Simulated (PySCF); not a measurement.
How methods differ on the ionisation energy of V

V [Ar] 3d3 4s2 (4F) → V+ [Ar] 3d4 (5D), as a difference of total energies. Computed with PySCF 2.14 in x2c-QZVPPall (11s7p5d3f2g, 96 functions), with the spin-free X2C one-electron Hamiltonian (Gaussian nucleus). Correlated levels: valence: [Ar] frozen. The calculations carry no spin-orbit coupling.

| method | ionisation energy (eV) |
| --- | --- |
| UHF | 6.178 |
| MP2 (valence) | 6.573 |
| SCS-MP2 (valence) | 7.101 |
| CCSD (valence) | 6.792 |
| CCSD(T) (valence) | 6.842 |

Errors of the correlated levels include the incompleteness of this basis and the frozen core.

**Question.** Which method comes closest to the reference value, and which is furthest?

**Answer.** The reference is 6.732 eV (measured; NIST levels, between the centres of gravity of the two terms). Closest: CCSD (valence) (error 0.060 eV); furthest: UHF (error -0.554 eV).
